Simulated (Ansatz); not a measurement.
Isolated molecules relaxed with PBE0-D4/def2-TZVP in Ansatz; ΔE leaves out vibrations. CCSD(T)/CBS is the MP2 limit (def2-TZVPP, def2-QZVPP) plus CCSD(T) − MP2 in def2-TZVPP, frozen cores. Functionals use def2-TZVPP. For Se outer-core shells are correlated without core-valence functions, which leaves a few kJ/mol of doubt a bond. Scalar relativity is left out up to krypton. Each species was taken in one conformer, which may not be the lowest.

`B[Se][SiH2][SiH3]` + `C[SiH](N)Cl` → `BN[SiH](C)Cl` + `[SiH3][SiH2][SeH]`  (ligand exchange at a B–Se bond)

`B[Se][SiH2][SiH3]`:

Z-matrix (Å, degrees):
```
Si
Se 1 2.304
Si 1 2.336 2 109.0
H 1 1.487 2 106.3 3 119.9
H 1 1.486 2 109.0 3 -122.9
B 2 1.908 1 98.0 3 66.8
H 3 1.487 1 108.8 2 61.2
H 3 1.486 1 109.3 2 -58.0
H 3 1.488 1 111.1 2 -178.6
H 6 1.192 2 121.1 1 0.2
H 6 1.191 2 116.5 1 -180.0
```

`C[SiH](N)Cl`:

Cartesian coordinates in Å:
```
C -1.043 -0.642 -0.697
Si -0.077 0.468 0.430
N 1.575 0.430 0.008
Cl -0.462 -0.163 2.375
H -2.100 -0.639 -0.425
H -0.945 -0.312 -1.734
H -0.683 -1.672 -0.625
H -0.510 1.883 0.395
H 2.037 -0.453 -0.141
H 2.209 1.100 0.415
```

`BN[SiH](C)Cl`:

Cartesian coordinates in Å:
```
B 1.841 -0.492 -0.411
N 1.174 0.568 0.215
Si -0.535 0.761 0.459
C -1.481 -0.722 -0.107
Cl -1.167 2.422 -0.591
H 1.209 -1.410 -0.846
H 3.035 -0.468 -0.498
H 1.752 1.323 0.559
H -0.780 1.089 1.883
H -1.326 -0.904 -1.172
H -2.547 -0.554 0.063
H -1.175 -1.613 0.446
```

`[SiH3][SiH2][SeH]`:

Cartesian coordinates in Å:
```
Si -0.610 -0.935 -0.830
Si -0.021 1.043 0.265
Se 1.146 0.555 2.171
H -1.314 -0.656 -2.112
H -1.492 -1.747 0.048
H 0.628 -1.707 -1.123
H 0.755 1.944 -0.629
H -1.218 1.776 0.752
H 2.127 -0.272 1.457
```

| level | ΔE (kJ/mol) | difference from CCSD(T)/CBS |
| --- | --- | --- |
| PBE-D4 | -41.7 | 1.7 |
| ωB97X-V | -49.0 | -5.6 |
| ωB97M-V | -50.4 | -7.0 |
| PBE | -42.2 | 1.2 |
| PBE0 | -44.2 | -0.8 |
| SCS-MP2/def2-TZVPP | -46.6 | -3.2 |
| CCSD/def2-TZVPP | -48.0 | -4.6 |
| CCSD(T)/def2-TZVPP | -45.9 | -2.5 |
| HF/def2-QZVPP | -55.9 | -12.5 |
| MP2/def2-QZVPP | -41.6 | 1.8 |
| CCSD(T)/CBS | -43.4 | 0 |

Largest T1 diagnostic among the species: 0.014.

In def2-TZVPP, CCSD(T) changes the Hartree–Fock value by +9.2 kJ/mol (the triples alone add +2.1 kJ/mol) and MP2 by +12.3 kJ/mol.
